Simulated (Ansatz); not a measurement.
Ansatz (a quantum-chemistry and plane-wave program) input:

Ansatz 0.2 input:
```yaml
crystal:
  periodic: [false, false, false]
  atoms:
    - {symbol: C, position_ang: [2.12590234, 0.21575327, -0.52989121]}
    - {symbol: C, position_ang: [1.27305339, 0.37354648, 0.68666442]}
    - {symbol: C, position_ang: [-0.09644029, 0.15763391, 0.71202400]}
    - {symbol: C, position_ang: [-0.87867662, -0.22878443, -0.35497073]}
    - {symbol: C, position_ang: [-2.35038531, -0.44791663, -0.27651319]}
    - {symbol: H, position_ang: [1.78816592, 0.86181459, -1.34753929]}
    - {symbol: H, position_ang: [3.16633996, 0.46178038, -0.32093115]}
    - {symbol: H, position_ang: [2.09755043, -0.81035916, -0.91344511]}
    - {symbol: H, position_ang: [1.75691951, 0.67331194, 1.60767642]}
    - {symbol: H, position_ang: [-0.59932997, 0.30743240, 1.66435544]}
    - {symbol: H, position_ang: [-0.41016408, -0.38798959, -1.32057464]}
    - {symbol: H, position_ang: [-2.89142970, 0.20930104, -0.96641519]}
    - {symbol: H, position_ang: [-2.61925377, -1.47242836, -0.55705045]}
    - {symbol: H, position_ang: [-2.72951925, -0.26425903, 0.73004419]}
basis:
  gaussian:
    orbitals: def2-TZVP
hamiltonian:
  xc: b3lyp
  dispersion: d3bj
magnetization: {spin_polarized: true, initial_magnetization: 1}
phonons: {temperatures: {t_min: 298.15, t_max: 298.15, t_step: 100}}
```

**Question.** What final total energy does it print?

**Answer.** -195.99289 Eh (B3LYP-D3(BJ)/def2-TZVP). The basis has 209 functions.

It need not be the lowest isomer of its formula.
